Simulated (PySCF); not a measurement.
**Relaxation of singlet [TlH4]-**

Method: PBE0 in PySCF with Tl def2-TZVPD with ECP60, H def2-TZVPD; scalar-relativistic core potentials, no spin–orbit coupling; density-fitted integrals. A (50,194) grid was used.

A start displaced from a saddle point along its imaginary mode, of D2d symmetry, held to at least that symmetry:

```xyz
5
charge -1 multiplicity 1, angstrom
Tl    0.0000    0.0000    0.0000
H     1.9219    0.0000   -0.1200
H     0.0000    1.9219    0.1200
H    -1.9219    0.0000   -0.1200
H     0.0000   -1.9219    0.1200
```

Optimiser trace:
```json
{"step": "0", "E − E(last) (kJ/mol)": "219.60", "largest gradient (Eh/bohr)": "0.01046"}
{"step": "1", "E − E(last) (kJ/mol)": "170.03", "largest gradient (Eh/bohr)": "0.01279"}
{"step": "2", "E − E(last) (kJ/mol)": "115.50", "largest gradient (Eh/bohr)": "0.01605"}
{"step": "3", "E − E(last) (kJ/mol)": "55.21", "largest gradient (Eh/bohr)": "0.01423"}
{"step": "4", "E − E(last) (kJ/mol)": "16.13", "largest gradient (Eh/bohr)": "0.00610"}
{"step": "5", "E − E(last) (kJ/mol)": "2.15", "largest gradient (Eh/bohr)": "0.00174"}
{"step": "6", "E − E(last) (kJ/mol)": "0.05", "largest gradient (Eh/bohr)": "0.00068"}
{"step": "7", "E − E(last) (kJ/mol)": "0.00", "largest gradient (Eh/bohr)": "0.00013"}
{"step": "8", "E − E(last) (kJ/mol)": "0.00", "largest gradient (Eh/bohr)": "0.00001"}
```

It ends at Td with Tl–H 1.796 Å (×4); H–Tl–H 109.5° (×6). A frequency run shows a minimum. Other isomers or separated fragments may lie lower.

Final geometry:
Coordinates in bohr (charge -1 multiplicity 1):
```
Tl    0.0000    0.0000    0.0000
H     2.7707    0.0000   -1.9591
H    -0.0001    2.7707    1.9591
H    -2.7706   -0.0001   -1.9592
H     0.0000   -2.7706    1.9592
```

No spin–orbit coupling is included, which matters more the heavier the element.

The relaxation took roughly 30 core-seconds on a shared host.
